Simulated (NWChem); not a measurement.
Everything below was run with NWChem. System: H3O (+1), charge 1, spin multiplicity 1, at a geometry optimised with B3LYP/def2-SVP. The structure started from a generated list of species. Level: EOM-CCSD/aug-cc-pVDZ, 1 core orbitals frozen.

Job file:

```
start mol
memory heap 100 mb stack 700 mb global 1900 mb
charge 1
geometry units angstroms nocenter noautoz
  O     -0.000025     0.077442     0.000000
  H     -0.472033    -0.206672     0.817691
  H     -0.472033    -0.206672    -0.817691
  H      0.944265    -0.206192     0.000000
  symmetry group Cs
end
basis spherical
  * library aug-cc-pvdz
end
scf
  rhf
  nopen 0
  maxiter 100
  thresh 1e-7
  semidirect memsize 60000000 filesize 0
end
tce
  freeze core 1
  ccsd
  nroots 2
  2eorb
  2emet 13
  thresh 1e-5
  maxiter 200
  tilesize 24
end
task tce energy
```

Output (cleaned and shortened):

```
             Northwest Computational Chemistry Package (NWChem) 7.3.0
             --------------------------------------------------------

                                NWChem Input Module
                                -------------------

 Scaling coordinates for geometry "geometry" by  1.889725989
 (inverse scale =  0.529177249)

 Turning off AUTOSYM since
 SYMMETRY directive was detected!

                             Geometry "geometry" -> ""
                             -------------------------

 Output coordinates in angstroms (scale by  1.889725989 to convert to a.u.)

  No.       Tag          Charge          X              Y              Z
 ---- ---------------- ---------- -------------- -------------- --------------
    1 O                    8.0000    -0.00002500     0.07744200     0.00000000
    2 H                    1.0000    -0.47203300    -0.20667200     0.81769100
    3 H                    1.0000    -0.47203300    -0.20667200    -0.81769100
    4 H                    1.0000     0.94426500    -0.20619200     0.00000000

 Effective nuclear repulsion energy (a.u.)      13.8517465910

            Nuclear Dipole moment (a.u.)
            ----------------------------
        X                 Y               Z
 ---------------- ---------------- ----------------
    -0.0000018897     0.0000000000     0.0000000000

      Symmetry information
      --------------------

 Group name             Cs
 Group number              2
 Group order               2
 No. of unique centers     3

      Symmetry unique atoms

     1    2    4


 Summary of "ao basis" -> "" (spherical)
 ------------------------------------------------------------------------------
       Tag                 Description            Shells   Functions and Types
 ---------------- ------------------------------  ------  ---------------------
 *                        aug-cc-pvdz                 on all atoms

 Summary of "ao basis" -> "ao basis" (spherical)
 ------------------------------------------------------------------------------
       Tag                 Description            Shells   Functions and Types
 ---------------- ------------------------------  ------  ---------------------
 O                        aug-cc-pvdz                9       23   4s3p2d
 H                        aug-cc-pvdz                5        9   3s2p

                                 NWChem SCF Module
                                 -----------------

  ao basis        = "ao basis"
  functions       =    50
  atoms           =     4
  closed shells   =     5
  open shells     =     0
  charge          =   1.00
  wavefunction    = RHF
  use symmetry    = T
  symmetry adapt  = T

 Summary of "ao basis" -> "ao basis" (spherical)
 ------------------------------------------------------------------------------
       Tag                 Description            Shells   Functions and Types
 ---------------- ------------------------------  ------  ---------------------
 O                        aug-cc-pvdz                9       23   4s3p2d
 H                        aug-cc-pvdz                5        9   3s2p

      Symmetry analysis of basis
      --------------------------

        a'         32
        a"         18

 Forming initial guess at       0.0s

      Superposition of Atomic Density Guess
      -------------------------------------

 Sum of atomic energies:         -76.26481858

 Renormalizing density from      11.00 to     10

      Non-variational initial energy
      ------------------------------
[...]
 Iteration  15 using   29 trial vectors
   0.0000040030348   0.4296801186325   11.69220
   0.0000238560549   0.5215757889527   14.19281     0.1     0.1

 Iteration  16 using   30 trial vectors
   0.0000040030213   0.4296801186388   11.69220
   0.0000184472294   0.5215759216320   14.19281     0.1     0.1

 Iteration  17 using   31 trial vectors
   0.0000040030188   0.4296801186385   11.69220
   0.0000114734579   0.5215757917976   14.19281     0.1     0.1

 Iteration  18 using   32 trial vectors
   0.0000040030080   0.4296801186409   11.69220
   0.0000054560085   0.5215757323925   14.19280     0.1     0.1
 --------------------------------------------------------------
 Iterations converged
 ------------------

 Excited state root  1
 Excitation energy / hartree =        0.429680118640867
                   / eV      =       11.692195904631630
 largest EOMCCSD amplitudes: R1 and R2

 Singles contributions
     6a'  (alpha) ---     5a'  (alpha)       -0.8698977394
    10a'  (alpha) ---     5a'  (alpha)        0.3292304223
    22a'  (alpha) ---     5a'  (alpha)       -0.1144544152

 Doubles contributions
 ------------------

 Excited state root  2
 Excitation energy / hartree =        0.521575732392521
                   / eV      =       14.192803850280479
 largest EOMCCSD amplitudes: R1 and R2

 Singles contributions
     7a'  (alpha) ---     5a'  (alpha)       -0.6933909973
    12a'  (alpha) ---     5a'  (alpha)       -0.5607197546
    13a'  (alpha) ---     5a'  (alpha)        0.2516133532
    24a'  (alpha) ---     5a'  (alpha)       -0.1522811654

 Doubles contributions

 =========================================
 Excited-state calculation ( a"  symmetry)
 =========================================
 Dim. of EOMCC iter. space      500

 EOMCCSD SOLVER TYPE  1
  maxdiff =   0.95689190649860045

 No. of initial right vectors    2

 EOM-CCSD right-hand side iterations
 --------------------------------------------------------------
      Residuum       Omega / hartree  Omega / eV    Cpu    Wall
 --------------------------------------------------------------

 Iteration   1 using    2 trial vectors
   0.6758255681696   0.7155804092385   19.47194
   0.6198091024663   0.7733981394705   21.04524     0.3     0.3

 Iteration   2 using    4 trial vectors
   0.1371487979717   0.5805001477029   15.79622
   0.1313915745823   0.6605855196524   17.97545     0.2     0.2

 Iteration   3 using    6 trial vectors
   0.1439611032423   0.5505544028340   14.98135
   0.0982156972396   0.6447029100959   17.54327     0.2     0.2

 Iteration   4 using    8 trial vectors
   0.0726234894032   0.5294312085532   14.40656
   0.0366369372747   0.6372318180697   17.33997     0.2     0.2

 Iteration   5 using   10 trial vectors
   0.0449761319030   0.5253796074146   14.29631
   0.0149309373258   0.6357128205616   17.29863     0.2     0.2

 Iteration   6 using   12 trial vectors
   0.0428503522994   0.5227051491639   14.22354
   0.0200545081208   0.6355284455007   17.29362     0.2     0.2

 Iteration   7 using   14 trial vectors
   0.0192349613649   0.5215280540661   14.19151
   0.1034101219949   0.6290335978609   17.11688     0.2     0.2

 Iteration   8 using   16 trial vectors
   0.0061031747559   0.5216368646342   14.19447
   0.0388340171475   0.6190265438200   16.84458     0.3     0.3

 Iteration   9 using   18 trial vectors
   0.0027928765358   0.5215825495772   14.19299
   0.0211437784184   0.6181219310285   16.81996     0.2     0.2

 Iteration  10 using   20 trial vectors
   0.0015678587772   0.5215889756701   14.19316
   0.0147813674471   0.6178866820804   16.81356     0.2     0.2

 Iteration  11 using   22 trial vectors
   0.0008093275949   0.5215932450406   14.19328
   0.0110223371216   0.6176155919338   16.80618     0.2     0.2

 Iteration  12 using   24 trial vectors
   0.0002799366875   0.5215749194628   14.19278
   0.0049765930098   0.6175061456593   16.80320     0.2     0.2

 Iteration  13 using   26 trial vectors
   0.0000932775882   0.5215740759534   14.19276
   0.0019920946370   0.6174634763093   16.80204     0.2     0.2

 Iteration  14 using   28 trial vectors
   0.0000330827225   0.5215748830931   14.19278
   0.0008497422690   0.6174429288080   16.80148     0.3     0.3

 Iteration  15 using   30 trial vectors
   0.0000137501426   0.5215748711150   14.19278
   0.0004974224049   0.6174448833153   16.80154     0.2     0.2

 Iteration  16 using   32 trial vectors
   0.0000060882890   0.5215749280875   14.19278
   0.0002988346492   0.6174499243268   16.80167     0.2     0.2

 Iteration  17 using   33 trial vectors
   0.0000030398441   0.5215749831685   14.19278
   0.0001581935956   0.6174508814187   16.80170     0.1     0.1

 Iteration  18 using   34 trial vectors
   0.0000021191244   0.5215749645294   14.19278
   0.0000828304046   0.6174512694345   16.80171     0.1     0.1

 Iteration  19 using   35 trial vectors
   0.0000018219052   0.5215749688649   14.19278
   0.0000314683755   0.6174509243110   16.80170     0.1     0.1

 Iteration  20 using   36 trial vectors
   0.0000018174850   0.5215749691563   14.19278
   0.0000135233726   0.6174507938984   16.80170     0.1     0.1

 Iteration  21 using   37 trial vectors
   0.0000018025663   0.5215749702286   14.19278
   0.0000073669000   0.6174508330704   16.80170     0.1     0.1
 --------------------------------------------------------------
 Iterations converged
 ------------------

 Excited state root  1
 Excitation energy / hartree =        0.521574970228601
                   / eV      =       14.192783110736171
 largest EOMCCSD amplitudes: R1 and R2

 Singles contributions
     8a"  (alpha) ---     5a'  (alpha)        0.6944096704
    11a"  (alpha) ---     5a'  (alpha)        0.5615485678
    14a"  (alpha) ---     5a'  (alpha)        0.2520071009
    23a"  (alpha) ---     5a'  (alpha)        0.1525064392

 Doubles contributions
 ------------------

 Excited state root  2
 Excitation energy / hartree =        0.617450833070388
                   / eV      =       16.801699190953311
 largest EOMCCSD amplitudes: R1 and R2

 Singles contributions
     8a"  (alpha) ---     5a'  (alpha)       -0.4485589826
    11a"  (alpha) ---     5a'  (alpha)        0.7052610659
    14a"  (alpha) ---     5a'  (alpha)       -0.3816144540
    17a"  (alpha) ---     5a'  (alpha)        0.1059847210
    25a"  (alpha) ---     5a'  (alpha)       -0.1369190374

 Doubles contributions

 Task  times  cpu:       13.3s     wall:       13.3s

 Total times  cpu:       13.4s     wall:       13.4s
```
